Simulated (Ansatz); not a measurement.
Energy needed to pull apart GeNH$_{5}$, singlet, into free ground-state atoms, from the structure below (displaced at random from a GFN2-xTB minimum); no zero-point or spin–orbit terms; open-shell atoms are treated unrestricted, in their ground-state multiplicity.

```xyz
7
angstrom
N -0.1715 -1.1147 -0.0563
Ge -0.0327 0.7715 -0.0861
H 0.2519 -1.9891 0.6989
H -1.1464 -1.3574 -0.1119
H -0.6171 1.1120 -1.1447
H -0.4471 1.1365 1.2359
H 1.5915 0.8479 -0.1840
```

Ansatz 0.2.0; basis: def2-TZVPP; cores frozen in the correlated methods. Filled d shells of the heavier atoms are correlated. The def2 sets are not built for correlating such inner shells, so the correlated values are less sure here.

```
    method  atomization energy (kcal/mol)
    PBE-D4                          426.3
 r2SCAN-D4                          423.2
   PBE0-D4                              ?
r2SCANh-D4                          420.1
   wB97X-V                              ?
   wB97M-V                          425.3
        HF                          273.2
       MP2                          413.0
      CCSD                          411.1
   CCSD(T)                          417.2
```

Q: What does PBE0-D4 give? (To be estimated.)

A: By the calculation: 418.1 kcal/mol, which is about 0.9 kcal/mol more than CCSD(T)/def2-TZVPP.

Q: What does wB97X-V give? (An estimate is asked for; the value comes from the calculation.)

A: By the calculation: 429.1 kcal/mol, which is about 11.8 kcal/mol more than CCSD(T)/def2-TZVPP.

In triple zeta the MP2 and coupled-cluster atomization energies are still short of their basis limit by a few kcal/mol a bond, whereas those of the functionals are nearly converged, so these differences are not deviations from converged CCSD(T).

T1 diagnostic: at most 0.012.

For scale, one of the runs: CCSD(T)/def2-TZVPP forces, 149 basis functions (an equivalent command: `ansatz run in.yaml --threads 4`). Hardware: 4 CPU threads, shared host. Wall time 74 s; peak host memory 1.7 GiB.
